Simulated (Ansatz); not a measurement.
`C=[C](N)[GaH][CH3]` at its PBE0-D4/def2-TZVP geometry, where that method's forces vanish. The species carries charge 0 and has multiplicity 1.

```xyz
13

C     0.3196   -0.5179   -1.6130
C     0.2729    0.5877   -0.8507
N     0.4881    1.8588   -1.3466
Ga   -0.1828    0.3730    1.0498
C    -0.7196   -1.3676    1.7774
H     0.0846   -1.4890   -1.1982
H     0.5799   -0.4896   -2.6705
H     0.9444    1.9369   -2.2436
H     0.7664    2.5680   -0.6913
H    -0.0700    1.6540    1.9690
H    -0.7698   -2.1432    1.0125
H    -1.6997   -1.2861    2.2550
H    -0.0140   -1.6849    2.5501
```

Q: What forces (eV/Å) does PBE-D4/def2-TZVPP give on these atoms in Ansatz 0.2.0? (Estimate.)

A: Ansatz gave: 
```
C1   0.003 -0.369 -0.211
C2  -0.035  0.241  0.298
N3  -0.195  0.025  0.020
Ga4  0.003  0.070  0.047
C5   0.013  0.022 -0.028
H6  -0.055 -0.210  0.069
H7   0.061 -0.007 -0.226
H8   0.165  0.051 -0.334
H9   0.089  0.274  0.221
H10  0.008  0.080  0.056
H11 -0.007 -0.145 -0.150
H12 -0.181  0.020  0.091
H13  0.131 -0.054  0.147
```
